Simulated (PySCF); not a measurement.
PySCF input (M06-2X/def2-TZVPD):

```python
from pyscf import gto, scf, dft

mol = gto.M(
    atom='''
    C    -1.02295599    0.16202151   -0.18222466
    S     0.50216921   -0.03524627    0.06037744
    H    -1.89697145   -0.40818871    0.12730887
    ''',
    basis='def2-tzvpd',
    charge=0,
    spin=1,
    verbose=4,
)

mf = dft.UKS(mol, xc='m062x').density_fit(auxbasis='def2-universal-jkfit')
mf.grids.level = 4
mf.conv_tol = 1e-9
mf.max_cycle = 100
mf.max_memory = 1500
mf.kernel()
if not mf.converged:
    mf = mf.newton()
    mf.kernel(mf.make_rdm1())
for _ in range(2):
    mo, _, stable, _ = mf.stability(return_status=True)
    if stable:
        break
    mf.kernel(mf.make_rdm1(mo, mf.mo_occ))
mf.analyze()
```

End of the output:

```
Extra cycle  E= -436.794302193338  delta_E= -7.8e-11  |g|= 1.17e-05  |ddm|= 2.29e-05
converged SCF energy = -436.794302193338  <S^2> = 0.75809619  2S+1 = 2.0080799
uhf_internal: lowest eigs of H = [0.07559823 0.18035163 0.2599575 ]
<class 'pyscf.df.df_jk.DFUKS'> wavefunction is stable in the internal stability analysis
**** SCF Summaries ****
Total Energy =                        -436.794302193337501
Nuclear Repulsion Energy =              39.033467428175811
One-electron Energy =                 -678.713559934401474
Two-electron Energy =                  202.885790312888162
Two-electron Coulomb Energy =          234.255123538758653
DFT Exchange-Correlation Energy =      -31.369333225870477
HOMO-LUMO gap [eV] =                     5.416382292252234
**** MO energy ****
                             alpha | beta                alpha | beta
MO #1   energy= -89.9336439454982  | -89.9304181045016  occ= 1 | 1
MO #2   energy= -10.6156285522259  | -10.6085261896104  occ= 1 | 1
MO #3   energy= -8.29153704522739  | -8.29044400449089  occ= 1 | 1
MO #4   energy= -6.21221503651319  | -6.20919687281746  occ= 1 | 1
MO #5   energy= -6.20896566585055  | -6.20789131844065  occ= 1 | 1
MO #6   energy= -6.20820584556346  | -6.20136380588311  occ= 1 | 1
MO #7   energy= -0.911998366691716 | -0.894682928992005 occ= 1 | 1
MO #8   energy= -0.671137189031548 | -0.643789219968514 occ= 1 | 1
MO #9   energy= -0.502467480831907 | -0.479595344570907 occ= 1 | 1
MO #10  energy= -0.416580987984996 | -0.387924009300548 occ= 1 | 1
MO #11  energy= -0.398389140518276 | -0.364438960899264 occ= 1 | 1
MO #12  energy= -0.257461995123382 | -0.058413615585814 occ= 1 | 0
MO #13  energy= -0.0593806010713998 | -0.0428253798674896 occ= 0 | 0
MO #14  energy= 0.0242812522114406 | 0.0247117178555761 occ= 0 | 0
MO #15  energy= 0.0269469238782251 | 0.0290922668017225 occ= 0 | 0
MO #16  energy= 0.0408566506452051 | 0.0417819725062515 occ= 0 | 0
MO #17  energy= 0.0457806491978974 | 0.0443463424022617 occ= 0 | 0
MO #18  energy= 0.0904524733397452 | 0.087282034689192  occ= 0 | 0
MO #19  energy= 0.137175834320912  | 0.134159083000401  occ= 0 | 0
MO #20  energy= 0.139109312515876  | 0.141486560943251  occ= 0 | 0
MO #21  energy= 0.155289371110219  | 0.149578479532448  occ= 0 | 0
MO #22  energy= 0.166959756710451  | 0.156636586175363  occ= 0 | 0
MO #23  energy= 0.19530520644506   | 0.186329274907955  occ= 0 | 0
MO #24  energy= 0.197174448194924  | 0.189780108534601  occ= 0 | 0
MO #25  energy= 0.230834841431706  | 0.225253619035018  occ= 0 | 0
MO #26  energy= 0.234615389249336  | 0.227283884150131  occ= 0 | 0
MO #27  energy= 0.267342587098791  | 0.258415908196388  occ= 0 | 0
MO #28  energy= 0.281889359336057  | 0.258731178408     occ= 0 | 0
MO #29  energy= 0.283275570197655  | 0.268782289633538  occ= 0 | 0
MO #30  energy= 0.297792774885757  | 0.297045629049094  occ= 0 | 0
MO #31  energy= 0.334633616422882  | 0.323211687870681  occ= 0 | 0
MO #32  energy= 0.348878786972065  | 0.339223623473093  occ= 0 | 0
MO #33  energy= 0.353638857774163  | 0.352883111644899  occ= 0 | 0
MO #34  energy= 0.379902787798581  | 0.368550288373756  occ= 0 | 0
MO #35  energy= 0.39338944513474   | 0.386352340893475  occ= 0 | 0
MO #36  energy= 0.43044785810017   | 0.425979552712125  occ= 0 | 0
MO #37  energy= 0.496345672928999  | 0.482171767238583  occ= 0 | 0
MO #38  energy= 0.520506128977331  | 0.526238733234691  occ= 0 | 0
MO #39  energy= 0.521488648516592  | 0.5267168735307    occ= 0 | 0
MO #40  energy= 0.535074522652498  | 0.537289857687868  occ= 0 | 0
MO #41  energy= 0.550535970413947  | 0.556032720149039  occ= 0 | 0
MO #42  energy= 0.592465814923241  | 0.589236659033013  occ= 0 | 0
MO #43  energy= 0.595370813215569  | 0.594075242209129  occ= 0 | 0
MO #44  energy= 0.67468749285916   | 0.66829929185133   occ= 0 | 0
MO #45  energy= 0.732004971296007  | 0.734956487853623  occ= 0 | 0
MO #46  energy= 0.809314954589809  | 0.81717992781914   occ= 0 | 0
MO #47  energy= 0.883042226789026  | 0.892326431797116  occ= 0 | 0
MO #48  energy= 0.904788983199879  | 0.914200657353557  occ= 0 | 0
MO #49  energy= 1.00056841589846   | 1.00442950907031   occ= 0 | 0
MO #50  energy= 1.06500275723497   | 1.06374200955237   occ= 0 | 0
MO #51  energy= 1.11784691569066   | 1.12033697504872   occ= 0 | 0
MO #52  energy= 1.15857638032091   | 1.16129765999112   occ= 0 | 0
MO #53  energy= 1.55717608729254   | 1.58677966629705   occ= 0 | 0
MO #54  energy= 1.57739487089517   | 1.60790965901725   occ= 0 | 0
MO #55  energy= 1.60711932146867   | 1.61164250088947   occ= 0 | 0
MO #56  energy= 1.61467125169379   | 1.62217301211296   occ= 0 | 0
MO #57  energy= 1.61842750939666   | 1.62711365040721   occ= 0 | 0
MO #58  energy= 1.6222900054928    | 1.63193442157133   occ= 0 | 0
MO #59  energy= 1.64268764765337   | 1.64703102426859   occ= 0 | 0
MO #60  energy= 1.65308591524179   | 1.66127162396885   occ= 0 | 0
MO #61  energy= 1.65636016026205   | 1.66477585405056   occ= 0 | 0
MO #62  energy= 1.67928917210612   | 1.6918634962509    occ= 0 | 0
MO #63  energy= 1.68743114422227   | 1.70315413624815   occ= 0 | 0
MO #64  energy= 1.76946862511814   | 1.77465638263602   occ= 0 | 0
MO #65  energy= 1.83161660724846   | 1.83862824725702   occ= 0 | 0
MO #66  energy= 1.90557630082935   | 1.90459983698558   occ= 0 | 0
MO #67  energy= 1.92125939608428   | 1.94072628229044   occ= 0 | 0
MO #68  energy= 1.99322830713554   | 2.00716347515175   occ= 0 | 0
MO #69  energy= 2.0123416174654    | 2.01829979831142   occ= 0 | 0
MO #70  energy= 2.17547756196542   | 2.17579739662649   occ= 0 | 0
MO #71  energy= 2.17730629351314   | 2.19158345146169   occ= 0 | 0
MO #72  energy= 2.36116349947714   | 2.37446757027702   occ= 0 | 0
MO #73  energy= 2.47556237434564   | 2.48172877065268   occ= 0 | 0
MO #74  energy= 2.63992274914586   | 2.66021646903862   occ= 0 | 0
MO #75  energy= 2.676974846245     | 2.69100163643475   occ= 0 | 0
MO #76  energy= 2.73299438731879   | 2.75819723634852   occ= 0 | 0
MO #77  energy= 2.80792179207316   | 2.82837836697006   occ= 0 | 0
MO #78  energy= 3.07293706437472   | 3.12551427825871   occ= 0 | 0
MO #79  energy= 3.08089518064286   | 3.15584427377556   occ= 0 | 0
MO #80  energy= 3.12982323908338   | 3.16504617890444   occ= 0 | 0
MO #81  energy= 3.20717162491352   | 3.23665113757286   occ= 0 | 0
MO #82  energy= 3.32747362682959   | 3.3754320398126    occ= 0 | 0
MO #83  energy= 3.39764529271616   | 3.42677074789947   occ= 0 | 0
MO #84  energy= 3.4723518909636    | 3.48635618184557   occ= 0 | 0
MO #85  energy= 3.59018613178787   | 3.61458121335234   occ= 0 | 0
MO #86  energy= 3.85391107171889   | 3.88662028139485   occ= 0 | 0
MO #87  energy= 4.32588768066816   | 4.36322407434133   occ= 0 | 0
MO #88  energy= 9.00344200570324   | 9.00116678544114   occ= 0 | 0
MO #89  energy= 9.0217369540024    | 9.04092199785797   occ= 0 | 0
MO #90  energy= 9.44175083661958   | 9.44390846866996   occ= 0 | 0
MO #91  energy= 20.3252869686677   | 20.3265341743207   occ= 0 | 0
MO #92  energy= 22.0277000807272   | 22.0356752885455   occ= 0 | 0

To work with the spin densities directly, `use mulliken_meta_spin()` only printing them here.

 ** Mulliken spin pop alpha/beta on meta-lowdin orthogonal AOs **
 ** Mulliken Spin Density (per AO)  **
spin_pop of  0 C 1s        0.00000
spin_pop of  0 C 2s        0.10185
spin_pop of  0 C 3s        0.00382
spin_pop of  0 C 4s        0.00002
spin_pop of  0 C 5s       -0.00001
spin_pop of  0 C 6s        0.00000
spin_pop of  0 C 2px       0.03388
[...]
```

It need not be the lowest isomer of its formula.
